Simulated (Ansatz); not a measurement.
System: C3H8FSi, charge 0, multiplicity 2. It need not be the lowest isomer of its formula. 
Structure (B3LYP-D3(BJ)/def2-TZVP (Ansatz, an electronic-structure program) minimum search):
SMILES: [CH2][Si](C)(C)F
```xyz
13

Si    -0.0338    -0.0255    -0.0186
F      0.0899    -0.3254    -1.6024
C     -1.5700    -0.8510     0.5649
C      1.4852    -0.7261     0.8093
C     -0.1181     1.8257     0.2032
H     -2.2106    -1.4323    -0.0890
H     -1.9094    -0.7975     1.5942
H      1.5773    -1.7974     0.6231
H      1.4378    -0.5756     1.8906
H      2.3886    -0.2353     0.4402
H     -0.2326     2.0815     1.2594
H     -0.9648     2.2500    -0.3389
H      0.7952     2.3014    -0.1614
```
Charge 0, spin multiplicity 2.

Basis-set convergence of Hartree-Fock and CCSD(T) correlation energies (hartree) with Ansatz. Cores are frozen in the correlated levels unless marked. UHF or UKS for open shells. Spin-orbit coupling is left out. Non-relativistic.

| basis | functions | E(HF) | E(corr, CCSD(T)) |
|---|---|---|---|
| cc-pV(D+d)Z | 119 | -506.70434 | -0.76646 |
| cc-pV(T+d)Z | 271 | -506.79635 | -0.95384 |
| cc-pV(Q+d)Z | 524 | -506.81702 | -1.01412 |

Extrapolating the two largest sets (X = 3 and 4) as X^-3: E(corr) = (64·(-1.01412) - 27·(-0.95384))/37 = -1.0581 Eh, an estimate of the basis-set limit. The largest set recovers 95.8 % of it, the smallest 72.4 %.
